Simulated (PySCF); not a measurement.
Record of a relaxation.

Species: Ni(AsH3)4 (singlet state).
Bonds: Ni1–As2, Ni1–As6, Ni1–As10, Ni1–As14. Hydrogens: H3, H4, H5 on As2; H7, H8, H9 on As6; H11, H12, H13 on As10; H15, H16, H17 on As14.

Computed by this run: PBE0-D3(BJ)/def2-SVP geometry optimisation, gas phase in PySCF; density fitting, grid level 1; the optimiser is geomeTRIC in internal coordinates, started from a GFN2-xTB structure with every atom displaced at random (about 0.03 Å). 9 of its 15 geometries are shown. The frame can shift and turn from step to step; on so coarse a grid that alone can change the energy by a few meV, and forces under 0.02 eV/Å are noise.

Step 0: E = -284532.3331 eV, largest atomic force 2.863 eV/Å
```
atom  x, y, z in Å  |  force x, y, z in eV/Å
Ni1     0.064   -0.069    0.008   -0.490   0.406   0.028
As2    -0.023   -0.020    2.340    0.182   0.611  -1.077
H3     -1.285   -0.176    3.166   -0.170   0.088   0.072
H4      0.556    1.115    3.214   -0.264  -0.060  -0.245
H5      0.715   -1.005    3.173    0.363  -0.684   0.299
As6     2.208    0.020   -0.793   -0.629  -0.303   2.171
H7      3.235   -1.094   -0.545   -0.238  -0.100   0.116
H8      3.305    1.037   -0.461   -0.258   0.182   0.227
H9      2.623    0.079   -2.161    0.281   0.068  -2.182
As10   -1.120    1.921   -0.744    0.659  -1.012   0.465
H11    -2.450    2.408   -0.230   -0.415  -0.133   0.257
H12    -1.559    2.162   -2.153   -0.207  -0.255  -0.678
H13    -0.656    3.349   -0.751    0.541   0.410   0.278
As14   -1.147   -1.907   -0.773    2.609   0.888   0.773
H15    -0.815   -3.342   -0.352    0.060   0.139   0.158
H16    -1.125   -2.326   -2.193    0.076  -0.070  -0.951
H17    -2.554   -2.152   -0.684   -2.099  -0.176   0.288
```

Step 2: E = -284533.0313 eV, largest atomic force 0.484 eV/Å
```
atom  x, y, z in Å  |  force x, y, z in eV/Å
Ni1     0.043   -0.036    0.007   -0.356   0.326   0.038
As2    -0.015   -0.002    2.230    0.139  -0.153   0.072
H3     -1.298   -0.122    3.050   -0.013   0.009  -0.017
H4      0.516    1.159    3.065    0.010   0.026   0.011
H5      0.723   -1.054    3.060   -0.046   0.047   0.003
As6     2.112    0.014   -0.743    0.234  -0.124  -0.176
H7      3.091   -1.125   -0.465    0.022   0.006  -0.005
H8      3.125    1.091   -0.361   -0.019   0.025   0.007
H9      2.479    0.077   -2.235   -0.064  -0.003   0.164
As10   -1.039    1.797   -0.706   -0.016   0.042  -0.104
H11    -2.403    2.224   -0.163    0.022  -0.022   0.003
H12    -1.475    1.969   -2.163    0.025   0.007   0.041
H13    -0.469    3.214   -0.621   -0.002  -0.039   0.016
As14   -1.064   -1.798   -0.755   -0.018  -0.167  -0.110
H15    -0.725   -3.210   -0.287   -0.025  -0.035  -0.012
H16    -1.050   -2.186   -2.236   -0.033   0.013   0.064
H17    -2.577   -2.013   -0.615    0.140   0.041   0.005
```

Step 4: E = -284533.0504 eV, largest atomic force 0.068 eV/Å
```
atom  x, y, z in Å  |  force x, y, z in eV/Å
Ni1     0.005   -0.004    0.004   -0.029   0.001   0.016
As2    -0.014   -0.013    2.231   -0.012   0.008  -0.013
H3     -1.301   -0.111    3.047   -0.001   0.002   0.004
H4      0.531    1.144    3.067    0.007  -0.005   0.002
H5      0.702   -1.071    3.067    0.002  -0.012   0.005
As6     2.107   -0.002   -0.722   -0.046   0.015   0.049
H7      3.094   -1.129   -0.429    0.010   0.002   0.006
H8      3.101    1.094   -0.345    0.015  -0.004  -0.005
H9      2.465    0.052   -2.203    0.026  -0.005  -0.046
As10   -1.046    1.818   -0.730    0.027  -0.033   0.005
H11    -2.417    2.236   -0.204   -0.010   0.007  -0.011
H12    -1.442    2.017   -2.190    0.002   0.017  -0.011
H13    -0.464    3.223   -0.598   -0.004   0.014   0.002
As14   -1.044   -1.810   -0.769    0.048   0.007   0.015
H15    -0.701   -3.228   -0.316    0.008  -0.001  -0.008
H16    -1.061   -2.189   -2.247   -0.004  -0.002  -0.019
H17    -2.544   -2.026   -0.603   -0.039  -0.011   0.009
```

Step 5: E = -284533.0513 eV, largest atomic force 0.053 eV/Å
```
atom  x, y, z in Å  |  force x, y, z in eV/Å
Ni1    -0.003    0.001    0.004    0.009  -0.031   0.009
As2    -0.019   -0.016    2.232   -0.018   0.019  -0.007
H3     -1.306   -0.110    3.049    0.001   0.003   0.004
H4      0.534    1.135    3.071    0.003  -0.009  -0.001
H5      0.692   -1.080    3.065    0.001  -0.012  -0.002
As6     2.105   -0.001   -0.715   -0.037   0.022   0.031
H7      3.091   -1.127   -0.414    0.000   0.001   0.007
H8      3.099    1.096   -0.340    0.008  -0.004  -0.005
H9      2.469    0.046   -2.195    0.018  -0.005  -0.027
As10   -1.046    1.823   -0.735    0.016  -0.016   0.005
H11    -2.422    2.241   -0.222   -0.008   0.004  -0.010
H12    -1.427    2.030   -2.199    0.004   0.008  -0.009
H13    -0.465    3.227   -0.592   -0.003   0.008   0.004
As14   -1.040   -1.812   -0.772    0.020   0.014   0.012
H15    -0.688   -3.230   -0.325    0.010   0.005  -0.006
H16    -1.062   -2.187   -2.251   -0.002   0.002  -0.012
H17    -2.540   -2.037   -0.600   -0.023  -0.011   0.005
```

Step 7: E = -284533.0536 eV, largest atomic force 0.101 eV/Å
```
atom  x, y, z in Å  |  force x, y, z in eV/Å
Ni1    -0.031    0.015    0.007    0.080  -0.061  -0.015
As2    -0.057   -0.030    2.234   -0.015   0.017   0.012
H3     -1.341   -0.100    3.058   -0.001   0.004  -0.001
H4      0.538    1.086    3.090   -0.005  -0.002  -0.001
H5      0.626   -1.132    3.042   -0.008   0.000  -0.015
As6     2.092    0.010   -0.674    0.032   0.006  -0.044
H7      3.073   -1.107   -0.322   -0.015  -0.003   0.009
H8      3.088    1.110   -0.310   -0.016   0.006   0.003
H9      2.496    0.015   -2.150   -0.022  -0.001   0.046
As10   -1.039    1.841   -0.761   -0.032   0.044  -0.004
H11    -2.446    2.255   -0.330    0.005  -0.010  -0.004
H12    -1.329    2.085   -2.241    0.014  -0.017   0.005
H13    -0.471    3.244   -0.554    0.002  -0.013   0.009
As14   -1.026   -1.813   -0.788   -0.072   0.016  -0.007
H15    -0.616   -3.226   -0.377    0.010   0.005   0.000
H16    -1.068   -2.162   -2.275    0.002   0.010   0.012
H17    -2.516   -2.093   -0.588    0.040  -0.001  -0.006
```

Step 9: E = -284533.0554 eV, largest atomic force 0.046 eV/Å
```
atom  x, y, z in Å  |  force x, y, z in eV/Å
Ni1    -0.041    0.015    0.011    0.036   0.018  -0.022
As2    -0.117   -0.041    2.234    0.003  -0.008   0.003
H3     -1.410   -0.071    3.047   -0.006   0.001  -0.007
H4      0.517    1.032    3.116   -0.004   0.002   0.001
H5      0.511   -1.188    3.023   -0.008   0.007   0.008
As6     2.095    0.020   -0.618    0.031  -0.028  -0.013
H7      3.066   -1.082   -0.200    0.003   0.004  -0.001
H8      3.073    1.137   -0.259   -0.011   0.005   0.008
H9      2.541   -0.019   -2.079   -0.015   0.002   0.019
As10   -1.018    1.850   -0.786   -0.021   0.012   0.006
H11    -2.460    2.242   -0.469    0.003  -0.009   0.000
H12    -1.180    2.122   -2.280    0.006  -0.005   0.002
H13    -0.482    3.252   -0.498   -0.002  -0.004   0.001
As14   -1.014   -1.805   -0.818   -0.027  -0.002  -0.002
H15    -0.541   -3.212   -0.460   -0.004  -0.004  -0.005
H16    -1.080   -2.107   -2.313    0.000   0.003   0.005
H17    -2.487   -2.147   -0.591    0.016   0.006  -0.003
```

Step 10: E = -284533.0562 eV, largest atomic force 0.046 eV/Å
```
atom  x, y, z in Å  |  force x, y, z in eV/Å
Ni1    -0.032    0.010    0.011    0.000   0.045  -0.012
As2    -0.143   -0.043    2.234    0.006  -0.016  -0.005
H3     -1.449   -0.052    3.026   -0.007   0.000  -0.007
H4      0.493    1.021    3.125   -0.003   0.003   0.001
H5      0.455   -1.199    3.032   -0.005   0.005   0.018
As6     2.109    0.018   -0.594   -0.005  -0.025   0.023
H7      3.080   -1.076   -0.156    0.013   0.006  -0.005
H8      3.072    1.147   -0.233    0.001   0.001   0.005
H9      2.565   -0.029   -2.049    0.006   0.002  -0.015
As10   -1.005    1.846   -0.791    0.006  -0.020   0.009
H11    -2.460    2.219   -0.515   -0.003  -0.003   0.000
H12    -1.123    2.125   -2.287   -0.002   0.008  -0.003
H13    -0.492    3.249   -0.474   -0.005   0.007  -0.004
As14   -1.010   -1.799   -0.834    0.023  -0.008   0.005
H15    -0.527   -3.209   -0.500   -0.009  -0.006  -0.006
H16    -1.085   -2.078   -2.333   -0.002  -0.001  -0.006
H17    -2.477   -2.151   -0.602   -0.015   0.003   0.003
```

Step 12: E = -284533.0572 eV, largest atomic force 0.058 eV/Å
```
atom  x, y, z in Å  |  force x, y, z in eV/Å
Ni1    -0.001   -0.002    0.012   -0.034   0.025   0.013
As2    -0.200   -0.045    2.229    0.004  -0.008  -0.007
H3     -1.545   -0.012    2.951   -0.005  -0.002  -0.005
H4      0.414    1.017    3.140   -0.004   0.002  -0.001
H5      0.327   -1.202    3.075    0.000  -0.002   0.011
As6     2.154    0.006   -0.539   -0.043   0.009   0.035
H7      3.135   -1.068   -0.076    0.009   0.000  -0.002
H8      3.087    1.155   -0.167    0.017  -0.007   0.001
H9      2.635   -0.043   -1.985    0.026   0.001  -0.032
As10   -0.974    1.829   -0.801    0.034  -0.034   0.000
H11    -2.453    2.146   -0.592   -0.006   0.003   0.000
H12    -1.023    2.132   -2.296   -0.009   0.017  -0.007
H13    -0.525    3.241   -0.431   -0.004   0.012  -0.005
As14   -0.992   -1.788   -0.869    0.057  -0.011   0.009
H15    -0.523   -3.213   -0.582   -0.008  -0.002  -0.002
H16    -1.083   -2.023   -2.374   -0.001  -0.004  -0.012
H17    -2.460   -2.130   -0.635   -0.032   0.002   0.005
```

Step 14: E = -284533.0574 eV, largest atomic force under 0.02 eV/Å
```
atom  x, y, z in Å  |  force x, y, z in eV/Å
Ni1     0.014   -0.004    0.011   -0.005  -0.016   0.009
As2    -0.233   -0.046    2.223   -0.003   0.007   0.002
H3     -1.603   -0.006    2.897   -0.001  -0.003   0.000
H4      0.349    1.025    3.144   -0.004   0.001   0.000
H5      0.263   -1.193    3.100    0.002  -0.001  -0.007
As6     2.178    0.002   -0.509    0.005   0.015  -0.009
H7      3.158   -1.072   -0.040   -0.008  -0.006   0.003
H8      3.111    1.147   -0.120    0.003  -0.004   0.002
H9      2.683   -0.041   -1.950   -0.001   0.002   0.008
As10   -0.956    1.822   -0.812    0.000   0.005  -0.009
H11    -2.443    2.111   -0.623    0.001   0.001   0.000
H12    -0.991    2.143   -2.305    0.000  -0.002   0.000
H13    -0.540    3.239   -0.425    0.003  -0.003   0.000
As14   -0.973   -1.787   -0.883   -0.003   0.001  -0.003
H15    -0.531   -3.221   -0.603    0.001   0.001   0.005
H16    -1.064   -2.013   -2.390    0.003  -0.002   0.002
H17    -2.450   -2.105   -0.656    0.006   0.003  -0.003
```

Question: Summarise the path.

Answer: The energy falls by 16.70 kcal/mol from step 0 to step 14; nine tenths of that is first reached at step 2. It falls at every step. The largest force goes from 2.863 to under 0.02 eV/Å. Among the bonds Ni1–As10 changes most, from 2.434 to 2.225 Å; the atoms move by 0.247 Å rms after alignment.

The cost below is that of the whole optimisation. Hardware: one thread, Arm Neoverse V1 (aarch64), shared host. Cost: 13 min, 1.6 GiB resident at most.
